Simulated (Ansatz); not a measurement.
CH3N, SMILES `C=N` (excited triplet) (charge 0, multiplicity 3). This triplet is an excited state, 3.00 eV above the relaxed singlet at the level composite: frozen-core CCSD(T) with HF/cc-pVQZ and the correlation energy extrapolated as X^-3 from cc-pVTZ and cc-pVQZ, plus CCSDT(Q) minus CCSD(T) in cc-pVDZ // B3LYP-D3(BJ)/def2-TZVP (Ansatz, an electronic-structure program).

These are Ansatz with r2SCAN/cc-pVTZ // B3LYP-D3(BJ)/def2-TZVP values and carry that method's errors.

Ansatz 0.2 input:
```yaml
crystal:
  periodic: [false, false, false]
  atoms:
    - { symbol: C, position_ang: [-0.421052, -0.053106, 0.119065] }
    - { symbol: N, position_ang: [0.805041, 0.175139, -0.441019] }
    - { symbol: H, position_ang: [-0.968089, -0.9278, -0.230053] }
    - { symbol: H, position_ang: [-1.017786, 0.821588, 0.374096] }
    - { symbol: H, position_ang: [1.601887, -0.015822, 0.177913] }
basis:
  gaussian: { orbitals: cc-pVTZ }
hamiltonian:
  xc: r2scan
magnetization:
  spin_polarized: true
  initial_magnetization: 2
```

Output:

```
Functional definition: r2SCAN
519 factors; their error is unknown
mean field evaluation 1: about -2567.9418 eV, gradient 2.9e1 eV
mean field evaluation 2: about -2566.5386 eV, gradient 3.4e1 eV
mean field evaluation 4: about -2571.8219 eV, gradient 2.8e0 eV
mean field evaluation 8: about -2571.8500 eV, gradient 2.4e-2 eV
mean field -2571.84999906 eV, -94.5137442028 hartree, gradient 4.0e-5 eV, S^2 2.008785; 0 other end points of the search recorded, 0 dependent functions left out
reference -2571.85000783 eV, -94.5137445253 hartree; 9, 7 occupied and 93, 95 virtual orbitals, 519 factors
Total energy: -2571.85000783 eV, -94.5137445253 hartree
```
